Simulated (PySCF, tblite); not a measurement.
A set of runs on `C#C[Si@@]1([O])OC=C1C` [radical]; the geometry of each is named by its level. Settings lines and outputs come from a driver script.

C5H5O2Si (doublet state).
Numbering: `[CH:1]#[C:2][Si@@:3]1([O:4])[O:5][CH:6]=[C:7]1[CH3:8]` (hydrogens: H9 on C1; H10 on C6; H11, H12, H13 on C8)

Step 1: GFN2-xTB geometry optimisation, gas phase (tblite 0.8.0) (from a force-field or distance-geometry start)
```json
{"job": {"kind": "relax", "xc": "GFN2-xTB", "basis": "xTB"}, "charge": 0, "multiplicity": 2}
```
```
step      E/eV     max force
  0    -624.06503    9.866
  1    -625.57602    5.310
  2    -625.11670   10.402
...
 90    -626.05671    0.019
 91    -626.05676    0.030
 92    -626.05682    0.028
 93    -626.05685    0.017
 94    -626.05686    0.009
```

Energy lowered by 45.9 kcal/mol over 94 steps; largest atomic force 0.009 eV/Å at the end. «max force» is the largest atomic force in eV/Å.

Step 2: GFN2-xTB harmonic vibrations, gas phase (tblite 0.8.0) (on the GFN2-xTB geometry)
```json
{"job": {"kind": "ir", "xc": "GFN2-xTB", "basis": "xTB"}, "charge": 0, "multiplicity": 2}
```
```
(table of modes left out)
```

33 modes from -90 to 3360 cm⁻¹ (unscaled, harmonic, a negative number standing for an imaginary wavenumber); zero-point energy 51.8 kcal/mol from the real modes; the lowest is imaginary at this level.

Step 3: UKS B3LYP, pcH-1 on C H O Si, non-relativistic, mean-field spin-orbit, GIAO (PySCF 2.14.0) (on the GFN2-xTB geometry)
```json
{"job": {"kind": "epr", "basis": "pcH-1"}, "charge": 0, "multiplicity": 2}
```
```
...
E = -633.39116725 Eh   <S^2> = 0.7592 (exact 0.7500)
g shifts (ppm)      1          2          3
  rmc          -198       -198       -198
  gc             31         36         10
  oz_so        1590       1991       3809
  total        1423       1830       3622
hyperfine (MHz)  atom isotope    a_iso     a_fc   dipolar eigenvalues
    0   13C       7.67       7.69     -2.93     -0.79      3.72
    1   13C      53.04      53.02     -3.69     -2.56      6.25
    2  29Si      45.96      46.07     -9.88      0.62      9.25
    3   17O      -8.82      -8.35    -64.69     31.95     32.74
    4   17O      -7.93      -7.73    -26.71     11.62     15.09
    5   13C     -10.54     -10.48    -13.73     -0.46     14.19
    6   13C     130.79     130.71    -59.00    -46.00    104.99
    7   13C      -2.32      -2.33     -5.32     -3.43      8.75
    8    1H      -0.14      -0.13     -1.52     -0.57      2.09
    9    1H      87.97      87.98     -5.38      0.12      5.26
   10    1H      83.63      83.63     -5.06     -0.97      6.04
   11    1H      79.34      79.33     -5.90     -4.67     10.56
   12    1H      12.30      12.29     -4.80     -1.87      6.67
```

⟨S²⟩ 0.759; g_iso 2.0046. rmc, gc and oz_so are the mass-correction, gauge-correction and orbital-Zeeman/spin–orbit parts of the g shift along its three principal axes; a_iso is the isotropic hyperfine coupling and a_fc its Fermi-contact part. The log counts atoms from 0, this text from 1.

Which step took the most CPU time, and about what did each take on an Arm Neoverse V2 with one thread (shared host)?

Step 3, about 99 % of the total. CPU time by step: 1: 0.48 s, 2: 0.33 s, 3: 70 s.

Geometry of the electronic-property runs (GFN2-xTB):
```
atom  x, y, z in Å
C1     2.791    0.897    0.538
C2     2.056    0.006    0.205
Si3    0.910   -1.345   -0.316
O4     0.878   -2.151   -1.595
O5     0.071   -1.809    1.073
C6    -0.951   -0.912    1.026
C7    -0.910   -0.103    0.001
C8    -1.542    0.964   -0.754
H9     3.445    1.665    0.834
H10   -1.660   -0.959    1.844
H11   -1.729    1.828   -0.111
H12   -0.884    1.290   -1.560
H13   -2.479    0.629   -1.202
```

 GFN2-xTB frequencies show an imaginary mode (90i cm⁻¹), so this geometry is no minimum at that level. (This holds for the electronic-property runs.)
